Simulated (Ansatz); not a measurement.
Ansatz (an electronic-structure program) input (PBE0/6-31G*):

Ansatz 0.2 input:
```yaml
crystal:
  periodic: [false, false, false]
  atoms:
    - {symbol: Si, position_ang: [-0.05336726, -0.11671384, -0.11435176]}
    - {symbol: O, position_ang: [-0.67253487, -1.05810762, -1.18691409]}
    - {symbol: O, position_ang: [1.60677682, -0.22321811, 0.26032827]}
    - {symbol: N, position_ang: [-0.18314841, 1.59848678, -0.58486593]}
    - {symbol: N, position_ang: [-0.69617012, -0.28621261, 1.53836448]}
    - {symbol: H, position_ang: [2.10149417, 0.27199975, -0.39799187]}
    - {symbol: H, position_ang: [-0.95176525, 1.73479944, -1.22894202]}
    - {symbol: H, position_ang: [-0.30785432, 2.23159568, 0.19610460]}
    - {symbol: H, position_ang: [-1.43110342, -0.98175939, 1.56680681]}
    - {symbol: H, position_ang: [0.01766469, -0.55795490, 2.20314382]}
basis:
  gaussian:
    orbitals: 6-31G*
hamiltonian:
  xc: {name: PBE0}
total_charge: -1
```

End of the output:

```
integrals: 0.04 GiB planned
847 factors; integrals over basis functions are off by at most 1.0e-3 eV
0.14 GiB of the device are held for the grids
0.65 GiB of device memory are held for the factors and their scratch space
mean field: 0.20 GiB planned
mean field evaluation 1: about -15017.1796 eV, gradient 6.6e1 eV
mean field evaluation 2: about -15006.4558 eV, gradient 9.9e1 eV
mean field evaluation 4: about -15025.1451 eV, gradient 2.2e0 eV
mean field evaluation 8: about -15025.4594 eV, gradient 2.7e-1 eV
mean field evaluation 16: about -15025.4596 eV, gradient 1.3e-4 eV
mean field -15025.45959612 eV, -552.1754555350 hartree, gradient 2.4e-5 eV, S^2 0.000000; 0 other end points of the search recorded, 0 dependent functions left out
reference -15025.45961970 eV, -552.1754564016 hartree; 25, 25 occupied and 64, 64 virtual orbitals, 847 factors
Total energy: -15025.45961970 eV, -552.1754564016 hartree
```

It need not be the lowest isomer of its formula. Whether it binds its extra electron was not tested at this geometry.
